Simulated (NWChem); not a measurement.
Molecule: CH4Be; SMILES [BeH][CH3]

Results from NWChem. Each level has its own optimisation; frequencies are unscaled.

```
level                r Be–H (Å)  r Be–C (Å)  r C–H (Å)  highest harmonic frequency (cm⁻¹)  lowest (cm⁻¹)  zero-point energy (kcal/mol)  dipole (D)
-------------------  ----------  ----------  ---------  ---------------------------------  -------------  ----------------------------  ----------
Hartree-Fock/3-21G        1.341       1.713      1.090                               3194            493                          28.5        0.52
B3LYP/def2-TZVP           1.332       1.675      1.096                               3063            443                          26.6        0.60
BLYP/def2-SVP             1.336       1.680      1.114                               2991            437                          26.0        0.70
PBE-D3(BJ)/def2-SVP       1.344       1.680      1.113                                [?]            [?]                          26.0        0.74
```

### Question
What belongs in the gaps?

### Answer

- PBE-D3(BJ)/def2-SVP, highest harmonic frequency (cm⁻¹): 3036
- PBE-D3(BJ)/def2-SVP, lowest (cm⁻¹): 430
